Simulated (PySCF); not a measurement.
Compound: C6H8ClF.
Cartesian coordinates in Å at the GFN2-xTB level; atoms count from 1:
```
atom  x, y, z in Å
C1     2.475   -0.508    0.863
C2     1.871    0.198   -0.302
C3     0.585    0.518   -0.444
Cl4    0.106    1.312   -1.923
C5    -0.451    0.331    0.554
C6    -1.745    0.088    0.351
C7    -2.519   -0.134   -0.897
F8    -2.524   -0.008    1.459
H9     2.924   -1.443    0.529
H10    3.271    0.100    1.292
H11    1.744   -0.734    1.632
H12    2.557    0.436   -1.103
H13   -0.125    0.414    1.582
H14   -1.866   -0.405   -1.719
H15   -3.244   -0.928   -0.725
H16   -3.067    0.771   -1.163
```

The closed-shell SCF was solved with PySCF and density fitting under several settings on one GFN2-xTB geometry (grid level 2 and gas phase unless stated).

```csv
settings,basis functions,SCF cycles,E (Eh),HOMO (eV),LUMO (eV),dipole (D)
PBE0/pcSseg-1,183,14,-792.8732,-6.55,-0.82,1.33
PBE0/def2-SVPD,234,14,-792.5683,-6.58,-0.90,1.39
B97-2/def2-SVP,156,14,-792.9961,-6.20,-0.72,1.21
"wB97X-D/aug-cc-pVDZ, fitting basis def2-qzvpp-jkfit",260,11,-793.3887,-8.28,0.84,1.39
PBE0/def2-SVP,156,14,-792.5411,-6.42,-0.66,1.19
"HF/ANO-RCC-VDZP, grid level 1",156,12,-790.4758,-8.80,2.24,1.73
```

Estimate the rows for these settings: (1) PBE0/pcSseg-0; (2) BHandHLYP/STO-3G, fitting basis def2-qzvpp-jkfit, level shift 0.1 Eh; (3) PBE0/STO-3G, damping 0.1 at the start, DIIS from the seventh cycle.

```json
{"settings": "PBE0/pcSseg-0", "basis functions": "92", "SCF cycles": "14", "E (Eh)": "-791.6526", "HOMO (eV)": "-6.66", "LUMO (eV)": "-0.85", "dipole (D)": "1.50"}
{"settings": "BHandHLYP/STO-3G, fitting basis def2-qzvpp-jkfit, level shift 0.1 Eh", "basis functions": "52", "SCF cycles": "10", "E (Eh)": "-784.0190", "HOMO (eV)": "-5.46", "LUMO (eV)": "3.16", "dipole (D)": "1.56"}
{"settings": "PBE0/STO-3G, damping 0.1 at the start, DIIS from the seventh cycle", "basis functions": "52", "SCF cycles": "15", "E (Eh)": "-783.7013", "HOMO (eV)": "-4.31", "LUMO (eV)": "2.05", "dipole (D)": "1.61"}
```

Over all rows, what range does the HOMO–LUMO gap span?

From 5.48 eV (B97-2/def2-SVP) to 11.04 eV (HF/ANO-RCC-VDZP, grid level 1). The functional of the narrowest has 21 % exact exchange, that of the widest 100 % exact exchange.

Compare two rows with the functional PBE0: PBE0/pcSseg-1 and PBE0/def2-SVPD. Which energy is lower, and by how much?

PBE0/pcSseg-1 (183 functions) lies 0.3049 Eh or 191 kcal/mol below PBE0/def2-SVPD (234 functions). The smaller set gives the lower energy; the two sets aren't nested, so the variational bound doesn't order them by size.

wB97X-D ran without the empirical dispersion term, which would shift the total energy alone. Cycle counts include a coarse-grid stage where the run had one. ANO-RCC sets were contracted for a scalar-relativistic Hamiltonian, but ran non-relativistically here. At HF/ANO-RCC-VDZP the closed-shell solution lies near or past a triplet instability.

One conformer stands for the species.
